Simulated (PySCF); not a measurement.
**Running PySCF for KBe**

The script input.py:

```python
from pyscf import gto, dft

mol = gto.M(
    atom='K 0 0 0; Be 0 0 3.341',
    basis='6-31+g*',
    charge=0,
    spin=1,
    verbose=3,
)
mf = dft.UKS(mol, xc='m06')
mf = mf.density_fit(auxbasis='def2-universal-jkfit')
mf.kernel()
mf.dip_moment()
print('orbital energies (hartree):', [e[max(0, n-3):n+3].round(4) for e, n in zip(mf.mo_energy, mol.nelec)])
```

```bash
$ OMP_NUM_THREADS=1 python input.py
```

It prints (some set-up lines and the per-cycle HOMO/LUMO lines with their warnings removed):

```
converged SCF energy = -614.514172477845  <S^2> = 0.75623012  2S+1 = 2.0062204
Dipole moment(X, Y, Z, Debye):  0.00000, -0.00000, -3.33826
orbital energies (hartree): [array([-0.7747, -0.2232, -0.1002, -0.0447, -0.0429, -0.0429]), array([-0.7758, -0.7735, -0.2109, -0.042 , -0.0302, -0.0302])]
```

In short: E(SCF) = -614.514172 Eh, ⟨S²⟩ = 0.756, μz(SCF) = -3.34 D.

Run time: 2.2 s on 1 thread of Intel Xeon Gold 6455B (shared host).

The bond length is a typed value, not an optimised one. No search for the lowest solution was made.
